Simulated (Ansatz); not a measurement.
Strength of the C–Sn bond: SnH2(CH3)F → SnH2F + CH3

Species: SnH2(CH3)F, singlet; SnH2F `[F][SnH2]`, doublet; CH3 (methyl radical) `[CH3]`, doublet. 

Shapes, held fixed at every level: PBE0-D4/def2-TZVP. Programs: Ansatz 0.2.0. The zero-point and thermal change to 298 K, harmonic and unscaled (PBE0-D4/def2-TZVP), is -15.9 kJ/mol.

Estimate ΔH(298 K) of this reaction.

The highest level, CCSD(T)/def2-TZVPP, gives ΔH(298 K) = +296.1 kJ/mol; the levels span +187.4 to +339.8. The column of differences is taken from that level and isn't an error. Hartree–Fock misses the correlation of the pair that is broken and comes out low. No measured value is set beside it here. Open shells run unrestricted unless RO is named. For atoms past krypton def2 sets carry core potentials with scalar relativity. Correlated rows may include outer-core shells of Sn, which these sets cover unevenly.

```json
{"level": "HF/def2-TZVPP", "kind": "Hartree–Fock", "ΔH(298 K) (kJ/mol)": "+187.4", "less CCSD(T)/def2-TZVPP": "-108.7"}
{"level": "SPW92/def2-TZVPP", "kind": "LDA", "ΔH(298 K) (kJ/mol)": "+339.8", "less CCSD(T)/def2-TZVPP": "+43.7"}
{"level": "PBE-D4/def2-TZVPP", "kind": "GGA", "ΔH(298 K) (kJ/mol)": "+284.8", "less CCSD(T)/def2-TZVPP": "-11.3"}
{"level": "r2SCAN-D4/def2-TZVPP", "kind": "meta-GGA", "ΔH(298 K) (kJ/mol)": "+267.1", "less CCSD(T)/def2-TZVPP": "-29.0"}
{"level": "MP2/def2-TZVPP", "kind": "perturbation theory", "ΔH(298 K) (kJ/mol)": "+310.1", "less CCSD(T)/def2-TZVPP": "+14.0"}
{"level": "CCSD/def2-SVP", "kind": "coupled cluster or CI", "ΔH(298 K) (kJ/mol)": "+273.4", "less CCSD(T)/def2-TZVPP": "-22.7"}
{"level": "CCSD/def2-TZVPP", "kind": "coupled cluster or CI", "ΔH(298 K) (kJ/mol)": "+287.0", "less CCSD(T)/def2-TZVPP": "-9.1"}
{"level": "CCSD(T)/def2-TZVPP", "kind": "coupled cluster or CI", "ΔH(298 K) (kJ/mol)": "+296.1", "less CCSD(T)/def2-TZVPP": "0.0"}
```
